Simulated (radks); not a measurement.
The mean radii <r> (bohr) of the occupied orbitals of an atom or ion are listed with their occupations. Method: Dirac Kohn-Sham, PBEsol, spin-unpolarised, spherical densities, point nucleus; computed with a radial shooting solver on a logarithmic mesh with Libxc functionals.

| orbital | occ. | <r> |
|---|---|---|
| 1s1/2 | 2 | 0.01632 |
| 2s1/2 | 2 | 0.06806 |
| 2p1/2 | 2 | 0.05590 |
| 2p3/2 | 4 | 0.06469 |
| 3s1/2 | 2 | 0.1770 |
| 3p1/2 | 2 | 0.1674 |
| 3p3/2 | 4 | 0.1835 |
| 3d3/2 | 4 | 0.1595 |
| 3d5/2 | 6 | 0.1644 |
| 4s1/2 | 2 | 0.3915 |
| 4p1/2 | 2 | 0.3931 |
| 4p3/2 | 4 | 0.4274 |
| 4d3/2 | 4 | 0.4331 |
| 4d5/2 | 6 | 0.4442 |
| 5s1/2 | 1 | 0.8691 |
| 4f5/2 | 6 | 0.4628 |
| 4f7/2 | 8 | 0.4691 |
| 5p1/2 | 2 | 0.9269 |
| 5p3/2 | 4 | 1.013 |
| 5d3/2 | 4 | 1.232 |
| 5d5/2 | 5 | 1.267 |
| 6d3/2 | 1 | 3.207 |

Name the element and its charge. Open shells, if any, fill j = l - 1/2 first.

Answer. Z = 81, thallium, charge +4: Tl4+ in [Kr] 4d10 4f14 5s1 5p6 5d9 6d1. The 1s radius gives Z: for a bare nucleus <r> = (2 gamma + 1)/(2Z) with gamma = sqrt(1 - (Z/c)^2), 0.01613 bohr for Z = 81, and screening makes it slightly larger (0.01632 here). The occupations add up to 77, and the charge is Z minus that.
